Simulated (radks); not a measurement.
La, 57 electrons, occupied as [Xe] 5d2 6f1 (not the ground configuration). All-electron calculation, scalar-relativistic Kohn-Sham, BLYP, spin-unpolarised, spherical densities, finite nucleus; Fermi nuclear charge, rms radius 4.855 fm. Program: a radial shooting solver on a logarithmic mesh with Libxc functionals.

Unscreened Slater integrals over Kohn-Sham orbitals (eV).

F0(6f,6f): 0.90086
F2(6f,6f): 0.45265
F4(6f,6f): 0.32007
F6(6f,6f): 0.25196
F0(6f,5d): 1.3232
F2(6f,5d): 0.099854
F4(6f,5d): 0.030520
G1(6f,5d): 0.029350
G3(6f,5d): 0.017942
G5(6f,5d): 0.012584
F0(6f,5p): 1.3270
F2(6f,5p): 0.041311
G2(6f,5p): 0.0017295
G4(6f,5p): 0.0015019
F0(6f,5s): 1.3280
G3(6f,5s): 0.0013618
F0(5d,5d): 8.4087
F2(5d,5d): 4.2673
F4(5d,5d): 2.7797
F0(5d,5p): 10.071
F2(5d,5p): 4.5802
G1(5d,5p): 5.1510
G3(5d,5p): 3.1597
F0(5d,5s): 10.410
G2(5d,5s): 3.1088
F0(5p,5p): 13.503
F2(5p,5p): 7.2614
F0(5p,5s): 14.449
G1(5p,5s): 9.6443
F0(5s,5s): 15.683

Derived for the open shells (J is the average intra-shell exchange parameter used in DFT+U). 5d: Racah B = F2/49 - 5 F4/441 = 0.05557 eV, C = 35 F4/441 = 0.2206 eV, C/B = 3.97, F4/F2 = 0.651, J = (F2 + F4)/14 = 0.5034 eV. 6f: F4/F2 = 0.707, F6/F2 = 0.557, J = (286 F2 + 195 F4 + 250 F6)/6435 = 0.03961 eV.
